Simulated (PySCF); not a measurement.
Gas-phase reaction: 2 InH + C₄H₁₀ (n-butane) + 2 NH₃ = 2 In(CH₃)₂NH₂ + H₂

Energies from PySCF, thermal terms from the rigid-rotor harmonic-oscillator model, ideal gas at 1 bar. S°(298 K) at PBE0/def2-TZVP differs from the NASA 1993 table for C₄H₁₀ (n-butane) (-9 J/mol/K); whether the harmonic model or the table's entry is off was not settled. † marks an energy on the PBE0/def2-TZVP geometry and frequencies; other levels use their own. MP2 freezes the core. All species are closed-shell singlets. B3LYP is the form with VWN-RPA correlation. In: scalar-relativistic def2 core potential, no spin-orbit coupling. Methyl groups turn as free rotors in In(CH₃)₂NH₂. InH, In(CH₃)₂NH₂: computed as isolated molecules; such fragments, hydroxides, amides, oligomers or adducts are transient or little studied in the gas. MP2 isn't extrapolated to the basis-set limit; its ΔH°(298 K) is -62.2 kJ in def2-SVP and -115.5 kJ in def2-TZVPP. The harmonic model lacks anharmonicity and excited electronic states, which grow with temperature; levels with a mode under 35 cm⁻¹ are left out. Internal rotation in C₄H₁₀ (n-butane) is treated as a harmonic vibration of one conformer, which makes the entropy rough. Soft modes under 120 cm⁻¹ make the harmonic entropy rough for In(CH₃)₂NH₂.

| level | ΔE electronic, kJ | ΔH°(298 K), kJ | ΔS°(298 K), J/K | ΔG°(1400 K), kJ |
|---|---|---|---|---|
| B3LYP/def2-TZVP† | 4 | -15 | -214 | 243 |
| BLYP/def2-TZVP† | 8 | -10 | -214 | 248 |
| HF/def2-TZVP† | 46 | 28 | -214 | 286 |
| MP2/def2-TZVPP† | -97 | -115 | -214 | 143 |
| PBE/def2-TZVP† | -37 | -55 | -214 | 203 |
| PBE0/def2-SVP† | 4 | -14 | -214 | 244 |
| PBE0/def2-TZVP | -34 | -53 | -214 | 205 |
| ωB97M-V/def2-TZVP† | -59 | -78 | -214 | 180 |
ΔH° is lowest at MP2/def2-TZVPP† and highest at HF/def2-TZVP†. No reference value is set beside these.
